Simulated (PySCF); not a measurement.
**Ni: ionisation energy**

Ni [Ar] 3d8 4s2 (3F) → Ni⁺ [Ar] 3d9 (2D), as a difference of total energies. All numbers are calculated (PySCF 2.14, the spin-free X2C one-electron Hamiltonian (Gaussian nucleus), in aug-cc-pVDZ-DK (7s6p4d2f, 59 functions)). Correlated levels: valence: [Ar] frozen. The calculations carry no spin-orbit coupling.

```csv
method,ionisation energy (eV),plus first-order spin-orbit estimate,error of that sum (eV)
UHF,8.180,8.229,+0.589
LDA,7.766,7.815,+0.175
PBE0,7.860,7.909,+0.269
r2SCAN,8.301,8.350,+0.710
MN15,6.906,6.955,-0.685
r2SCAN0,8.289,8.338,+0.698
BHandHLYP,8.207,8.256,+0.616
MP2 (valence),7.049,7.098,-0.542
SCS-MP2 (valence),7.278,7.328,-0.312
```

Reference: 7.640 eV (measured; NIST Atomic Spectra Database, ionization energies).

A first-order spin-orbit estimate (lowest level to lowest level, LS coupling) adds 0.049 eV.

Errors of the correlated levels include the incompleteness of this basis and the frozen core.

MP2 underrates the near-degeneracy of ns² with np² in the lower species.
